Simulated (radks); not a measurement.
The numbers below are computed, except where a source is named.
Si8+, configuration [He] 2s2 2p2. Code: a radial shooting solver on a logarithmic mesh with Libxc functionals. Model: scalar-relativistic Kohn-Sham, PBE, spin-polarised, spherical densities, point nucleus; open shells are filled with parallel spins first.

Radial electron density D(r) = 4 pi r^2 rho(r):

```
   r/bohr * D(r) (the largest magnitude, 15.8, reaches the edge; | marks zero)
 0.003585 |*
 0.004009 |*
 0.004485 |*
 0.005016 | *
  0.00561 | *
 0.006275 |  *
 0.007019 |  *
 0.007851 |   *
 0.008711 |    *
 0.009744 |     *
   0.0109 |      *
  0.01219 |        *
  0.01363 |         *
  0.01525 |           *
  0.01706 |             *
  0.01908 |                *
  0.02134 |                   *
  0.02387 |                      *
   0.0267 |                          *
  0.02986 |                              *
   0.0334 |                                  *
  0.03736 |                                      *
  0.04179 |                                          *
  0.04674 |                                              *
  0.05186 |                                                 *
  0.05801 |                                                    *
  0.06489 |                                                     *
  0.07258 |                                                      *
  0.08118 |                                                     *
   0.0908 |                                                   *
   0.1016 |                                                *
   0.1136 |                                           *
   0.1271 |                                      *
   0.1421 |                                 *
    0.159 |                            *
   0.1778 |                         *
   0.1989 |                      *
   0.2224 |                      *
   0.2488 |                       *
   0.2783 |                        *
   0.3088 |                          *
   0.3454 |                            *
   0.3863 |                             *
   0.4321 |                            *
   0.4833 |                          *
   0.5406 |                      *
   0.6046 |                 *
   0.6763 |            *
   0.7564 |        *
   0.8461 |    *
   0.9464 |  *
    1.059 |*
    1.184 |*
    1.324 *
    1.481 *
    1.657 *
    1.838 *
    2.056 *
```

D(r) has 2 maxima, at r = 0.0720, 0.386 bohr, and minima at 0.221 bohr, inside which lie 2.21 electrons.
